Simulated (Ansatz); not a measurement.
`CCOC` + HI → `COCI` + CH₄ at 700 K and 1 bar (substitution at a C–C bond).

Calculated with Ansatz (gas phase, PBE0-D4/def2-TZVP geometries, no zero-point term in ΔE). CCSD(T)/CBS adds triple-zeta CCSD(T) − MP2 to the extrapolated MP2 energy (def2 sets, frozen cores). This one scheme is used for every species. def2 core potentials past Kr. For I outer-core shells are correlated without core-valence functions, which leaves a few kJ/mol of doubt a bond. Each species was taken in one conformer, which may not be the lowest.

```tsv
species	CCSD(T)/CBS energy (Eh)	H − E (kJ/mol)	S (J/(mol·K))
`CCOC`	-194.12862	351.1	402.8
HI	-298.03592	34.6	231.7
`COCI`	-451.70656	244.0	407.2
CH₄	-40.46206	145.9	224.0
```

H − E and S are ideal-gas, rigid-rotor, harmonic terms from PBE0-D4/def2-TZVP, for one conformer and one mirror image of each species. 1 Eh = 2625.50 kJ/mol, R = 8.31446 J/(mol·K).

Problem. By hand: ΔE, ΔH, ΔS and ΔG.

Solution. ΔE = (-451.70656) + (-40.46206) − (-194.12862) − (-298.03592) = -0.00408 Eh = -10.7 kJ/mol. Δ(H − E) = 244.0 + 145.9 − 351.1 − 34.6 = 4.2, so ΔH = -6.5 kJ/mol. ΔS = 407.2 + 224.0 − 402.8 − 231.7 = -3.3 J/(mol·K). ΔG = -6.5 − 700 × (-3.3)/1000 = -4.2 kJ/mol.

Problem. By hand: the equilibrium constant, and the temperature at which ΔG would vanish if ΔH and ΔS stayed fixed.

Solution. log₁₀ K = −ΔG/(RT ln 10) = 0.3. ΔG = 0 at ΔH/ΔS = 1970 K, though so small a ΔH makes that figure unsure.

TΔS isn't small against ΔH here. The sign of ΔG lies within the doubt. A doubt of 5 kJ/mol in ΔE shifts log₁₀ K by 0.4 here. Other conformers and mirror images would add mixing entropy, several J/(mol·K) or more a flexible species. These are equilibria of isolated gas molecules and say nothing of rates. Largest T1 diagnostic: 0.011 (customary marks: 0.02 for closed shells, 0.045 for open ones).
